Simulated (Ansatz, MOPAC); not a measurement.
## SiH3I (SMILES [SiH3]I): methods side by side

SiH3I, singlet, SMILES `[SiH3]I`. Each level relaxes the structure for itself.

Each level gives the zero-point energy at each level's own minimum (kJ/mol). The values are calculated.

```json
{"level": "PM6-D3", "kind": "semi-empirical", "program": "MOPAC", "value (kJ/mol)": "61.2"}
{"level": "PM6-D3H4", "kind": "semi-empirical", "program": "MOPAC", "value (kJ/mol)": "61.2"}
{"level": "PM6-DH+", "kind": "semi-empirical", "program": "MOPAC", "value (kJ/mol)": "61.0"}
{"level": "PM7", "kind": "semi-empirical", "program": "MOPAC", "value (kJ/mol)": "65.5"}
{"level": "SVWN5/def2-TZVP (core potential)", "kind": "LDA", "program": "Ansatz", "value (kJ/mol)": "63.7"}
{"level": "PBE-D3(BJ)/def2-TZVP (core potential)", "kind": "GGA", "program": "Ansatz", "value (kJ/mol)": "64.2"}
{"level": "r2SCAN/def2-TZVP (core potential)", "kind": "meta-GGA", "program": "Ansatz", "value (kJ/mol)": "66.2"}
{"level": "PBE0-D4/def2-TZVP (core potential)", "kind": "global hybrid", "program": "Ansatz", "value (kJ/mol)": "66.3"}
{"level": "B3LYP-D4/def2-TZVP (core potential)", "kind": "global hybrid", "program": "Ansatz", "value (kJ/mol)": "66.5"}
{"level": "wB97X-V/def2-TZVP (core potential)", "kind": "range-separated hybrid", "program": "Ansatz", "value (kJ/mol)": "67.4"}
```

Harmonic and unscaled. The values span 61.0 to 67.4 kJ/mol.
